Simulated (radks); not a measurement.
The numbers below are computed, except where a source is named.
Ta2+, 71 electrons, occupied as [Xe] 4f14 5d3.

Code: a radial shooting solver on a logarithmic mesh with Libxc functionals. Model: non-relativistic Kohn-Sham, LB94 model potential, spin-polarised, spherical densities, point nucleus; open shells are filled with parallel spins first (spin-orbit coupling, left out, can overturn this in heavy ions); relativity is left out, which matters for an element this heavy.

Energy parts (Ry):
| part | energy |
|---|---|
| kinetic | 29667.2698 |
| electron-nucleus | -70524.8315 |
| Hartree | 11852.3375 |
(The LB94 potential has no energy functional, so no total or exchange-correlation energy is given.)

Orbitals (lengths in bohr, moments of r in powers of bohr):
[
 {"orbital": "1s up", "occ.": "1", "eigenvalue (Ry)": "-4569.177", "<r^4>": "8.315e-07"},
 {"orbital": "1s down", "occ.": "1", "eigenvalue (Ry)": "-4569.177", "<r^4>": "8.315e-07"},
 {"orbital": "2s up", "occ.": "1", "eigenvalue (Ry)": "-750.8822", "<r^4>": "0.0001359"},
 {"orbital": "2s down", "occ.": "1", "eigenvalue (Ry)": "-750.8777", "<r^4>": "0.0001358"},
 {"orbital": "2p up", "occ.": "3", "eigenvalue (Ry)": "-719.8261", "<r^4>": "0.00008547"},
 {"orbital": "2p down", "occ.": "3", "eigenvalue (Ry)": "-719.8238", "<r^4>": "0.00008547"},
 {"orbital": "3s up", "occ.": "1", "eigenvalue (Ry)": "-172.2676", "<r^4>": "0.004752"},
 {"orbital": "3s down", "occ.": "1", "eigenvalue (Ry)": "-172.2658", "<r^4>": "0.004751"},
 {"orbital": "3p up", "occ.": "3", "eigenvalue (Ry)": "-157.7842", "<r^4>": "0.004246"},
 {"orbital": "3p down", "occ.": "3", "eigenvalue (Ry)": "-157.7810", "<r^4>": "0.004246"},
 {"orbital": "3d up", "occ.": "5", "eigenvalue (Ry)": "-130.6967", "<r^4>": "0.002899"},
 {"orbital": "3d down", "occ.": "5", "eigenvalue (Ry)": "-130.6901", "<r^4>": "0.002899"},
 {"orbital": "4s up", "occ.": "1", "eigenvalue (Ry)": "-35.29715", "<r^4>": "0.1148"},
 {"orbital": "4s down", "occ.": "1", "eigenvalue (Ry)": "-35.28644", "<r^4>": "0.1149"},
 {"orbital": "4p up", "occ.": "3", "eigenvalue (Ry)": "-29.29522", "<r^4>": "0.1273"},
 {"orbital": "4p down", "occ.": "3", "eigenvalue (Ry)": "-29.28577", "<r^4>": "0.1276"},
 {"orbital": "4d up", "occ.": "5", "eigenvalue (Ry)": "-18.36908", "<r^4>": "0.1648"},
 {"orbital": "4d down", "occ.": "5", "eigenvalue (Ry)": "-18.36304", "<r^4>": "0.1653"},
 {"orbital": "4f up", "occ.": "7", "eigenvalue (Ry)": "-4.20700", "<r^4>": "0.5123"},
 {"orbital": "4f down", "occ.": "7", "eigenvalue (Ry)": "-4.21009", "<r^4>": "0.5159"},
 {"orbital": "5s up", "occ.": "1", "eigenvalue (Ry)": "-6.06237", "<r^4>": "3.877"},
 {"orbital": "5s down", "occ.": "1", "eigenvalue (Ry)": "-6.08717", "<r^4>": "3.853"},
 {"orbital": "5p up", "occ.": "3", "eigenvalue (Ry)": "-4.35324", "<r^4>": "6.288"},
 {"orbital": "5p down", "occ.": "3", "eigenvalue (Ry)": "-4.37331", "<r^4>": "6.249"},
 {"orbital": "5d up", "occ.": "3", "eigenvalue (Ry)": "-1.90238", "<r^4>": "30.44"},
 {"orbital": "5d down", "occ.": "0", "eigenvalue (Ry)": "-1.91521", "<r^4>": "30.98"}
]

The highest occupied level is 5d up at -25.883 eV. The configuration is held as typed, so some empty levels lie below it. For comparison, the ionisation energy in NIST's Atomic Spectra Database is 23 eV (theoretical). In exact Kohn-Sham theory the highest level is minus the ionisation energy, but local and semilocal functionals leave it too shallow, through self-interaction and a potential that decays too fast; potentials with the right tail come closer.
